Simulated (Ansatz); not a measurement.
`C[Se][SiH2]N`, 11 atoms. Total charge 0; spin multiplicity 1. Correlated methods include outer-core shells of Se, which these sets cover unevenly. Scalar relativity is left out up to krypton. All runs use 4 threads of an Arm Neoverse V2 on a shared host. Correlated methods freeze the cores.

Task: Give the basis size and wall time and peak host memory of each of these runs in Ansatz. RHF-CCSD(T)/def2-TZVPP energy; RKS PBE0-D4/def2-TZVP frequencies; RKS ωB97M-V/def2-QZVPP energy; RKS r2SCAN-D4/def2-TZVPP energy and forces; RKS revPBE-D4/def2-TZVPP energy; RKS PBE0-D4/def2-SVP energy; RHF-MP2/def2-QZVPP energy; RKS PBE0-D4/def2-QZVPP energy; direct RPA on PBE orbitals/def2-TZVPP energy; RKS PBE0-D4/def2-TZVP relaxation (10 steps); RKS BLYP-D4/def2-TZVPP energy; RKS PBE-D4/def2-TZVPP energy and forces. (Best estimate.)

Result: The calculation gave: Other jobs shared the machine, so times are rough.

```tsv
level	job	functions	wall time	peak host memory (GiB)
RKS PBE0-D4/def2-SVP	energy	113	1.1 s	0.45
RKS revPBE-D4/def2-TZVPP	energy	250	1.9 s	0.34
RKS BLYP-D4/def2-TZVPP	energy	250	1.9 s	0.33
RKS PBE-D4/def2-TZVPP	energy and forces	250	2.1 s	0.34
RKS r2SCAN-D4/def2-TZVPP	energy and forces	250	4.2 s	0.36
direct RPA on PBE orbitals/def2-TZVPP	energy	250	4.7 s	0.65
RKS PBE0-D4/def2-QZVPP	energy	483	9 s	2
RKS ωB97M-V/def2-QZVPP	energy	483	18 s	2.3
RHF-MP2/def2-QZVPP	energy	483	28 s	3
RKS PBE0-D4/def2-TZVP	relaxation (10 steps)	189	31 s	0.53
RKS PBE0-D4/def2-TZVP	frequencies	189	2.2 min	0.52
RHF-CCSD(T)/def2-TZVPP	energy	250	2.4 min	5.3
```
